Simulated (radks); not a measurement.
Q: The platinum ion Pt3+, 75 electrons, occupied as [Xe] 4f14 5d7. Calculated with a radial shooting solver on a logarithmic mesh with Libxc functionals: scalar-relativistic Kohn-Sham, PBE, spin-polarised, spherical densities, finite nucleus; open shells are filled with parallel spins first (spin-orbit coupling, left out, can overturn this in heavy ions); Fermi nuclear charge, rms radius 5.427 fm. Some entries of the table are withheld. Estimate them.

orbital  occ.  eigenvalue (hartree)  r(max) (bohr)
1s down     1             -2882.330        0.01062
1s up       1             -2882.330        0.01062
2s up       1             -507.4667        0.06123
2s down     1             -507.4585        0.06123
2p up       3             -440.1081        0.05059
2p down     3             -440.1015        0.05059
3s up       1             -120.2004         0.1726
3s down     1             -120.1974         0.1726
3p up       3             -100.5738         0.1717
3p down     3             -100.5705         0.1717
3d up       5             -79.25404         0.1398
3d down     5             -79.24813         0.1398
4s up       1             -26.85410         0.3899
4s down     1             -26.84621         0.3899
4p up       3             -20.41459         0.4100
4p down     3             -20.40728         0.4100
4d up       5             -12.58355         0.4181
4d down     5             -12.57507         0.4182
5s up       1              -5.05811         0.8696
5s down     1              -4.99973         0.8671
4f up       7              -3.88379            (1)
4f down     7              -3.87091            (2)
5p up       3                   (3)         0.9773
5p down     3                   (4)         0.9733
5d up       5              -1.46043          1.228
5d down     2              -1.37805          1.223

A: 
(1) 4f up r(max) (bohr): 0.3850
(2) 4f down r(max) (bohr): 0.3850
(3) 5p up eigenvalue (hartree): -3.37013
(4) 5p down eigenvalue (hartree): -3.29724
